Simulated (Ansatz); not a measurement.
Ca₈O₈⁺ (started as a model of: 1x4x4 CaO rock-salt block), relaxed as a doublet with UKS r2SCAN-D4/def2-SVP in Ansatz, starting from the r2SCAN-D4/def2-SVP geometry of the neutral singlet. Force threshold 0.03 eV/Å.

Start:

Cartesian coordinates in Å:
```
Ca 2.7261 3.3336 1.1017
O 2.9727 1.2945 1.0989
Ca 3.0104 -0.8872 1.6419
O 3.2817 -2.7930 0.8902
O 0.8487 3.2830 0.2717
Ca 0.9570 1.0121 0.0705
O 0.8782 -1.0654 0.8775
Ca 1.3433 -3.1420 0.2069
Ca -1.3712 3.2267 -0.1198
O -1.2602 0.9668 -0.0808
Ca -1.3162 -1.2173 0.4073
O -0.8098 -3.2930 -0.4505
O -2.9202 2.9772 -1.4695
Ca -2.9761 0.8937 -1.5031
O -2.9584 -1.3448 -1.2117
Ca -2.4061 -3.2451 -1.7312
```

```
step   energy (eV)  largest force component (eV/Å)  SCF passes
   1  -163856.6506                           1.317          96
   2  -163856.6897                           0.467          41
   3  -163856.8888                           0.145          38
   4  -163856.8998                           0.280          44
   5  -163856.9249                           0.023          35
   6  -163856.9274                           0.046          38
   7  -163856.9286                           0.055          36
   8  -163856.9297                           0.050          36
   9  -163856.9305                           0.040          29
  10  -163856.9306                           0.034          34
  11  -163856.9312                           0.004          33
```

Force components are those of the run's own axes.

End:

| atom | x (Å) | y (Å) | z (Å) |
| --- | --- | --- | --- |
| Ca1 | 2.596 | 3.342 | 1.408 |
| O2 | 2.919 | 1.323 | 1.147 |
| Ca3 | 2.931 | -0.817 | 1.639 |
| O4 | 3.075 | -2.896 | 1.199 |
| O5 | 0.839 | 3.287 | 0.330 |
| Ca6 | 1.157 | 1.119 | -0.274 |
| O7 | 1.079 | -1.020 | 0.421 |
| Ca8 | 1.325 | -3.195 | 0.020 |
| Ca9 | -1.326 | 3.197 | -0.017 |
| O10 | -1.087 | 1.018 | -0.406 |
| Ca11 | -1.165 | -1.124 | 0.283 |
| O12 | -0.839 | -3.288 | -0.332 |
| O13 | -3.065 | 2.901 | -1.211 |
| Ca14 | -2.930 | 0.818 | -1.636 |
| O15 | -2.918 | -1.324 | -1.150 |
| Ca16 | -2.590 | -3.341 | -1.419 |

By distances, no bond broke or formed. The bond that changes most is Ca3–O4, from 2.07 to 2.13 Å (atoms count from 1).

The force fell under the threshold at step 5, but the optimiser went on and released 0.006 eV more. No frequencies were taken in this run, so the end may be a saddle point.

It took 12 min on 4 threads of Arm Neoverse V2 on a shared host, peak host memory 1.2 GiB.
